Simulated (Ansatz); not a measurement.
Born–Oppenheimer molecular dynamics of C₃H₁₀ClNSi (16 atoms, charge 0, multiplicity 1). It starts from a relaxed structure.

Method: Ansatz 0.2.0, RKS PBE-D4/STO-3G.

```
ensemble                      : NVE (velocity Verlet)
time step                     : 1 fs
steps asked                   : 250
starting velocities drawn for : 300 K
seed                          : 16219
```

First frame:

```xyz
16
Properties=species:S:1:pos:R:3
Si 0.023 -0.101 0.075
N 0.225 -0.418 1.794
C -1.029 -0.610 2.599
H -1.697 -1.326 2.080
H -0.764 -1.034 3.591
H -1.595 0.338 2.772
C 1.175 0.499 2.513
H 1.427 0.061 3.502
H 2.108 0.599 1.922
H 0.759 1.522 2.688
H 1.361 0.005 -0.496
Cl -0.931 1.778 -0.316
C -1.023 -1.437 -0.724
H -2.063 -1.413 -0.359
H -1.046 -1.302 -1.818
H -0.603 -2.434 -0.508
```

How far do the bonds stretch over the last three quarters of this one trajectory? (Pairs bonded in most of those frames.)


```csv
bond,mean (Å),spread (Å),shortest,longest
Si1–N2,1.760,0.019,1.72,1.79
Si1–H11,1.461,0.035,1.41,1.51
Si1–Cl12,2.147,0.031,2.09,2.20
Si1–C13,1.878,0.021,1.84,1.92
N2–C3,1.504,0.014,1.48,1.54
N2–C7,1.504,0.011,1.49,1.53
C3–H4,1.110,0.013,1.09,1.14
C3–H5,1.112,0.009,1.10,1.13
C3–H6,1.118,0.013,1.09,1.14
C7–H8,1.115,0.022,1.07,1.15
C7–H9,1.111,0.008,1.09,1.13
C7–H10,1.122,0.029,1.08,1.17
C13–H14,1.103,0.009,1.09,1.12
C13–H15,1.104,0.017,1.07,1.13
C13–H16,1.105,0.012,1.08,1.13
```

Mean temperature of the second half: 149 K. The conserved energy stayed within 0.9 meV per atom of its start (net change 0.57 meV per atom), so the integration is sound. The temperature averaged 0.50 of the 300 K drawn at the start: a run that starts near a minimum puts about half its kinetic energy into the potential. A run of 0.25 ps of so small a system gives no equilibrium averages. Limits of this set-up: minimal basis.

Run time: 17 min on 1 thread of Arm Neoverse V1, on a shared host, peak memory 0.11 GiB.
